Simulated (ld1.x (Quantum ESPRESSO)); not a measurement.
## Before and after: PAW potential for Cr (Z = 24)

chromium (Cr), PAW, made with ld1.x (Quantum ESPRESSO) 7.5 (PBE, scalar-relativistic). Core [Ar], reference 3d5 4s1 4p0. Waves: 4s (bound): rcut 2.30, rcutus 2.95 bohr; 4s channel at 0.5 Ry: rcut 2.30, rcutus 2.95 bohr; 4p (bound, empty): rcut 3.20, rcutus 3.55 bohr; 4p channel at 1 Ry: rcut 3.20, rcutus 3.55 bohr; 3d (bound): rcut 1.40, rcutus 1.95 bohr; 3d channel at 1.55 Ry: rcut 1.40, rcutus 1.95 bohr. Local part: all-electron potential smoothed inside 3.20 bohr (lloc = -1). Core correction: Bessel-smoothed model core inside 1.00 bohr. Augmentation charge: PSQ, inside the norm-conserving radii.

Change: local potential all-electron potential smoothed inside 1.64 bohr (lloc = -1).

Cutoffs: the cutoffs (Ry, on a coarse ladder) from which the occupation-weighted sum of valence levels, in a spherical-Bessel basis at the reference potential, stays within 10 and 1 mRy of its value at 400 Ry; they do not see the model core or the augmentation charge, which bear on the density cutoff. Errors are all-electron minus pseudo energies relative to the spin-unpolarised reference configuration.

Problem. What does the change do?

Solution. The potential gets neither clearly harder nor softer (25 Ry and 40 Ry → 25 Ry and 40 Ry); a bound ghost appears in s, which as a rule spoils a file; the number of tests that count goes from 6 to 7; of the 6 tests that both files solve, the error grows in 1 and shrinks in 0 by more than 15 % and 0.3 meV (median size 53.9 → 54.1 meV); the range in which the s phases agree widens (upper end 3.7 → at the end of the scan). A state that the projectors do not describe sees the local part alone, so a deeper or shallower local part can create or remove a ghost.

```csv
quantity,base,changed
"cutoff, loose",25 Ry,25 Ry
"cutoff, tight",40 Ry,40 Ry
bound ghosts,none,s
"tests counted (converged, no solver errors)",6 of 7,7 of 7
"error for 3d5 4s0 4p0, meV [ΔE 6.90 eV]",-8.5,-7.9
"error for 3d4 4s0 4p0, meV [ΔE 22.95 eV]",-99,-98
"error for 3d3 4s0 4p0, meV [ΔE 53.70 eV]",-917,-921
"error for 3d5 4s0.5 4p0, meV [ΔE 2.71 eV]",-2.3,-2.9
"error for 3d2 4s0 4p0, meV [ΔE 102.06 eV]",-3352,-3362
"error for 3d5.5 4s0.5 4p0, meV [ΔE 0.73 eV]",-8.6,-9.8
s: phases at 3.87 bohr within 0.05 rad from the reference energy up to (Ry; the scan ends near 5),3.7,to the end of the scan
p: phases at 3.87 bohr within 0.05 rad from the reference energy up to (Ry; the scan ends near 5),2.0,1.9
d: phases at 3.87 bohr within 0.05 rad from the reference energy up to (Ry; the scan ends near 5),3.1,3.3
lowest overlap eigenvalue by channel,"s 0.41, p 0.68, d 0.20","s 0.26, p 0.46, d 0.22"
```

Base: Tests not counted: 3d6 4s0 4p0 (solver errors, printed error -274 eV). Changed file: These tests converged, but a pseudo level misses the all-electron one widely, so the file describes the atom poorly there or has found another state: 3d2 4s0 4p0: empty 4p by 4.2 eV (a node warning on the way). A true bound ghost makes a file unfit for plane-wave use even where its test errors are small: the radial tests pick states by their node count and pass the ghost by.
